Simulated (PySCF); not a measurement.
GeH₄O₄, SMILES [OH][Ge]([OH])([OH])[OH]. Atoms are numbered in the order given.

```xyz
9

O     -0.2458     1.4708    -0.9269
Ge     0.0000     0.0000     0.0000
O      0.2458    -1.4708    -0.9269
O     -1.4708    -0.2458     0.9269
O      1.4708     0.2458     0.9269
H     -1.1748     1.6008    -1.1491
H      1.1748    -1.6008    -1.1491
H     -1.6008    -1.1748     1.1491
H      1.6008     1.1748     1.1491
```

Geometry: PBE0-D3(BJ)/def2-SVP. The isomer is the one that the SMILES or the coordinates give; other isomers of the formula were not compared. One conformer was computed; it need not be the lowest.

Level of theory: TDA-PBE/def2-SVPD (PySCF).

Vertical excitations; the highest root listed may be one member of a degenerate set. Gas-phase values at a fixed geometry. State labels are in the subgroup C2.

Computed excitation energies, oscillator strengths and character:
```csv
state,symmetry,energy (eV),λ (nm),f,main pairs
S1,B,6.10,203,0.016,HOMO→LUMO (degenerate set)
S2,B,6.10,203,0.016,HOMO−1→LUMO (degenerate set)
S3,A,6.56,189,0.000,HOMO−3→LUMO 100 %
S4,A,6.59,188,0.114,HOMO−2→LUMO 96 %
S5,B,7.52,165,0.077,HOMO−4→LUMO (degenerate set)
S6,B,7.52,165,0.077,HOMO−5→LUMO (degenerate set)
S7,A,7.77,159,0.000,"HOMO→LUMO+1 29 %, HOMO−1→LUMO+2 29 %, HOMO→LUMO+2 20 %, HOMO−1→LUMO+1 20 %"
S8,A,7.78,159,0.000,"HOMO−1→LUMO+2 26 %, HOMO→LUMO+1 26 %, HOMO−1→LUMO+1 24 %, HOMO→LUMO+2 24 %"
S9,A,7.85,158,0.000,"HOMO→LUMO+2 26 %, HOMO−1→LUMO+1 26 %, HOMO→LUMO+1 24 %, HOMO−1→LUMO+2 24 %"
S10,A,7.92,157,0.051,"HOMO−1→LUMO+1 26 %, HOMO→LUMO+2 26 %, HOMO−1→LUMO+2 15 %, HOMO→LUMO+1 15 %"
T1,B,5.84,212,0,HOMO→LUMO (degenerate set)
T2,B,5.84,212,0,HOMO−1→LUMO (degenerate set)
T3,A,6.16,201,0,HOMO−2→LUMO 99 %
T4,A,6.33,196,0,HOMO−3→LUMO 99 %
```
Triplets are in the Tamm–Dancoff approximation.
